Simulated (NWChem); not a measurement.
System: SeCl₂; SMILES Cl[Se]Cl

Program: NWChem. Level Hartree-Fock/def2-SVP: optimisations from one semi-empirical or force-field start; each run changes one setting, and all end within 0.3 mHa of each other.

```tsv
setting	optimisation steps
redundant internal coordinates, default thresholds	3
tight thresholds	5
loose thresholds	2
Cartesian coordinates	3
```
